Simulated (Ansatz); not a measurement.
Reaction (ligand exchange at the Si–C bond): `C[SiH2]CC=S` + `OCO` → `C[SiH2]OCO` + `CC=S`

Isolated molecules relaxed with PBE0-D4/def2-TZVP in Ansatz; ΔE leaves out vibrations. CBS: MP2 limit from def2 TZ/QZ plus the TZ coupled-cluster correction, frozen cores. This one scheme is used for every species. DFT in def2-TZVPP. B3LYP here is the variant with VWN-RPA as its local correlation; programs differ in this. One conformer a species, not always the lowest.

(1) Is it downhill or uphill in electronic energy at CCSD(T)/CBS, and by how much? (An estimate is asked.)

(2) What do these levels give: r2SCAN-D4, B3LYP-D4, ωB97X-V, ωB97M-V, PBE, HF/CBS(def2)? (Best estimate.)

Largest T1 diagnostic among the species: 0.016.

Answers

(1) Ansatz gave: Downhill: ΔE = -20.6 kcal/mol.

(2) The calculation gave: r2SCAN-D4 -20.0, B3LYP-D4 -20.8, ωB97X-V -21.0, ωB97M-V -20.7, PBE -18.1, HF/CBS(def2) -26.0 kcal/mol.

In def2-TZVPP, CCSD(T) changes the Hartree–Fock value by +5.0 kcal/mol (the triples alone add +0.8 kcal/mol) and MP2 by +5.5 kcal/mol. The D4 term adds +1.2 kcal/mol with B3LYP and +0.7 kcal/mol with PBE0; it sums over pairs of atoms, weighted by their polarisabilities, and B3LYP, whose exchange is more repulsive, gets the larger term. From PBE to PBE0 (25 % exact exchange), in def2-TZVPP and without D4, ΔE moves by −0.9 kcal/mol.
